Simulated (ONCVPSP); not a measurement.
## What one change does to a pseudopotential (N, ONCV)

* Element: N
* Generator: ONCVPSP 4.0.1
* Type: optimised norm-conserving Vanderbilt (ONCV)
* Functional: PBEsol
* Relativity: scalar-relativistic
* Frozen core: [He]
* Valence charge: 5
* Reference configuration: 2s2 2p3
* Partial waves: 2s: rc 0.85 bohr, ncon 5, nbas 9, qcut 9.5 1/bohr, 1 projector; 2p: rc 1.55 bohr, ncon 4, nbas 8, qcut 10.1 1/bohr, 2 projectors, debl 0.5 Ha
* Local potential: polynomial inside 0.55 bohr (lpopt 5, dvloc0 6 Ha)
* Core correction: Teter function, fcfact 2.25, rcfact 1.35

Change: p: qcut 12.9.

Cutoffs: the cutoffs (Ha) at which the residual kinetic energy of the hardest occupied pseudo-wave falls to 1 and 0.1 mHa per electron; they do not see the model core or the augmentation charge, which bear on the density cutoff. Errors are all-electron minus pseudo energies relative to the spin-unpolarised reference configuration.

How do hardness, ghosts and transferability respond?

The potential gets neither clearly harder nor softer (30 Ha and 42 Ha → 31 Ha and 42 Ha); of the 4 tests that both files solve, the error grows in 0 and shrinks in 4 by more than 15 % and 0.3 meV (median size 58.8 → 47.9 meV); neither file shows a bound ghost.

| quantity | base | changed |
| --- | --- | --- |
| cutoff, loose | 30 Ha | 31 Ha |
| cutoff, tight | 42 Ha | 42 Ha |
| loose cutoff by channel | s 30 Ha, p 29 Ha | s 30 Ha, p 31 Ha |
| bound ghosts | none | none |
| GHOST(+) flags under 300 eV | none | none |
| error for 2s2 2p2, meV [ΔE 13.52 eV] | +11 | +9.1 |
| error for 2s2 2p1, meV [ΔE 42.26 eV] | +106 | +87 |
| error for 2s2 2p0, meV [ΔE 89.14 eV] | +471 | +395 |
| error for 2s2 2p2.5, meV [ΔE 5.06 eV] | +1.6 | +1.2 |
| s: phases at 0.86 bohr within 0.05 rad from the reference energy up to (Ha; the scan ends near 5) | to the end of the scan | to the end of the scan |
| p: phases at 1.57 bohr within 0.05 rad from the reference energy up to (Ha; the scan ends near 5) | to the end of the scan | to the end of the scan |
| rms error of d²Exc/dni dnj with the model core, mHa | 1.17 | 1.14 |
